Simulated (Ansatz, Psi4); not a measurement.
Molecule: CH$_{7}$Si$_{2}$ (charge 0, doublet). SMILES: C[SiH][SiH3]
Geometry: optimised at B3LYP-D3(BJ)/def2-TZVP (Ansatz, a quantum-chemistry and plane-wave program).

Wanted: atomisation energy, in kcal/mol. Conventions: non-relativistic; six Cartesian d functions in 6-31G* and its kin unless marked 5d; no dispersion term unless named; atomisation electronic, to ground-state atoms; open shells spin-unrestricted; no spin-orbit coupling; valence correlation only. CBS marks a two-point X^-3 extrapolation of the correlation energy; Hartree-Fock from the larger set. Ab initio and DFT rows: single points at B3LYP-D3(BJ) geometries (Ansatz).

```
species       coefficient  E at wB97X-D/6-31G* (Psi4), Eh  E at PBE0/def2-TZVPD (Ansatz), Eh
------------  -----------  ------------------------------  ---------------------------------
C[SiH][SiH3]           -1                      -621.19932                         -620.98857
C atom                 +1                       -37.83024                          -37.80543
H atom                 +7                        -0.50061                           -0.50104
Si atom                +2                      -289.34133                         -289.24952
```

Coupled cluster (Ansatz) is a level with limits of its own, used here on species with T1 under 0.025 (0.045 for open shells) and stable references: CCSD(T)/CBS(aug-cc-pV(T+d)Z,aug-cc-pV(Q+d)Z). Value to compare with, CCSD(T)/CBS(aug-cc-pV(T+d)Z,aug-cc-pV(Q+d)Z) (Ansatz): 745.6 kcal/mol. 1 Eh = 627.5095 kcal/mol.

Q: Compute it at each level from the table, and compare with CCSD(T)/CBS(aug-cc-pV(T+d)Z,aug-cc-pV(Q+d)Z) (Ansatz).

A: 
- wB97X-D/6-31G*: the sum of coefficient times E is 1.18215 Eh, or 741.81 kcal/mol. Result: 741.8 kcal/mol. Its difference against CCSD(T)/CBS(aug-cc-pV(T+d)Z,aug-cc-pV(Q+d)Z) (Ansatz) is -3.8 kcal/mol.
- PBE0/def2-TZVPD: the sum of coefficient times E is 1.17682 Eh, or 738.47 kcal/mol. Result: 738.5 kcal/mol. Its difference against CCSD(T)/CBS(aug-cc-pV(T+d)Z,aug-cc-pV(Q+d)Z) (Ansatz) is -7.1 kcal/mol.
